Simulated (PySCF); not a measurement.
Cu(PH3)I (singlet state).
Geometry (PBE0-D3(BJ)/def2-SVP, Å), atoms numbered from 1 in this order:
```
atom  x, y, z in Å
Cu1    0.0034    0.0125   -1.4068
P2     0.0003   -0.0007    0.7844
H3     0.8020   -0.9487    1.4707
H4    -1.2184   -0.2319    1.4726
H5     0.4125    1.1592    1.4894
I6     0.0002    0.0096   -3.8103
```

Theory: PBE0-D3(BJ)/def2-SVP geometry optimisation, gas phase, def2 core potentials past Kr in PySCF.

Problem. Which atoms are bound to Cu1, and at what distances?

Solution. 2 atoms: P2 2.191 Å, I6 2.404 Å. The nearest atom not counted as bound is H3, at 3.14 Å (others tie with it).

Problem. What is the shape at Cu1?

Solution. Linear: angle 179.6°.

Problem. What are the other bond lengths?

Solution. P2–H3, P2–H4, P2–H5 1.419 Å.

Problem. What are the rotational constants (commonest isotopes, rigid rotor)?

Solution. A = 109040, B = 747.4, C = 747.4 MHz: a prolate symmetric top.

Point group: C3v (tolerance 0.08 Å). Charge 0, singlet. Whether it is a minimum is left open (no frequencies).

The run took 35 s of wall time on one thread of an Arm Neoverse N1, no GPU, on a shared host, and the process peaked at 0.36 GiB of memory. That covers the optimisation of the geometry.
